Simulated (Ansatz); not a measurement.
Reaction (redistribution): `C[B](C)[GeH3]` + `[NH2][GeH]([F])[Cl]` → `[F][GeH]([Cl])[GeH3]` + `CB(C)N`

Computed with Ansatz on PBE0-D4/def2-TZVP structures; ΔE is electronic, products minus reactants. CCSD(T)/CBS adds triple-zeta CCSD(T) − MP2 to the extrapolated MP2 energy (def2 sets, frozen cores). Functionals use def2-TZVPP. B3LYP here is the variant with VWN-RPA as its local correlation; programs differ in this. HSE06 is defined as in plane-wave codes. For Ge outer-core shells are correlated without core-valence functions, which leaves a few kJ/mol of doubt a bond. Scalar relativity is left out up to krypton. Each species was taken in one conformer, which may not be the lowest.

| level | ΔE (kcal/mol) | difference from CCSD(T)/CBS |
| --- | --- | --- |
| LDA (SPW92) | -38.1 | -3.6 |
| PBE-D4 | -37.0 | -2.5 |
| revPBE-D4 | -36.0 | -1.5 |
| r2SCAN-D4 | -36.0 | -1.5 |
| B97M-V | -35.0 | -0.5 |
| PBE0-D4 | -36.5 | -2.0 |
| B3LYP-D4 | -37.4 | -2.9 |
| r2SCANh-D4 | -36.0 | -1.5 |
| HSE06-D4 | -36.6 | -2.1 |
| BHLYP-D4 | -37.0 | -2.5 |
| CAM-B3LYP-D4 | -37.0 | -2.5 |
| ωB97X-V | -35.0 | -0.5 |
| ωB97M-V | -36.2 | -1.7 |
| B2PLYP | -36.5 | -2.0 |
| PBE-QIDH | -35.3 | -0.8 |
| PBE | -37.3 | -2.8 |
| revPBE | -36.8 | -2.3 |
| BLYP | -38.3 | -3.8 |
| r2SCAN | -36.1 | -1.6 |
| PBE0 | -36.8 | -2.3 |
| B3LYP | -37.9 | -3.4 |
| r2SCANh | -36.1 | -1.6 |
| r2SCAN0 | -36.1 | -1.6 |
| HSE06 | -36.8 | -2.3 |
| BHLYP | -37.2 | -2.7 |
| CAM-B3LYP | -37.2 | -2.7 |
| LC-ωPBE | -35.3 | -0.8 |
| RPA@PBE/def2-TZVPP | -34.1 | 0.4 |
| HF/def2-SVP | -37.1 | -2.6 |
| MP2/def2-SVP | -37.1 | -2.6 |
| CCSD/def2-SVP | -37.5 | -3.0 |
| HF/def2-TZVPP | -34.8 | -0.3 |
| MP2/def2-TZVPP | -34.4 | 0.1 |
| SCS-MP2/def2-TZVPP | -34.3 | 0.2 |
| CCSD/def2-TZVPP | -34.4 | 0.1 |
| CCSD(T)/def2-TZVPP | -34.4 | 0.1 |
| MP2/def2-QZVPP | -34.6 | -0.1 |
| HF/CBS(def2) | -35.3 | -0.8 |
| MP2/CBS(def2) | -34.6 | -0.1 |
| CCSD/CBS(def2) | -34.6 | -0.1 |
| CCSD(T)/CBS | -34.5 | 0 |

Largest T1 diagnostic among the species: 0.012.

Leaving LDA and LC-ωPBE aside and taking each functional with its dispersion term where it has one, the values, not all of them listed here, spread over 2.6 kcal/mol, from BLYP-D4 to ωB97X-V. At CCSD(T), def2-SVP lies −3.1 kcal/mol from the extrapolated value and def2-TZVPP +0.1 kcal/mol.
